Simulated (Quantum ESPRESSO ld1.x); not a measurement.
Question: The lithium ion Li2+, configuration 2p1 (not the ground configuration). Calculated with ld1.x of Quantum ESPRESSO 7.5: non-relativistic Kohn-Sham, LDA (Slater exchange, Perdew-Zunger correlation), spin-polarised, spherical densities, point nucleus; open shells are filled with parallel spins first. Some entries of the table are withheld. Estimate them.

orbital,occ.,eigenvalue (hartree),<1/r> (bohr^-1)
1s up,0,-4.20111,(1)
1s down,0,-3.94447,(2)
2p up,1,(3),0.7402
2p down,0,(4),0.6724
3p up,0,-0.32220,0.3102
3d up,0,-0.31525,0.3182
3p down,0,-0.28670,0.2845
3d down,0,-0.27344,0.2731

Answer: 
(1) 1s up <1/r> (bohr^-1): 2.963
(2) 1s down <1/r> (bohr^-1): 2.978
(3) 2p up eigenvalue (hartree): -0.91837
(4) 2p down eigenvalue (hartree): -0.73850
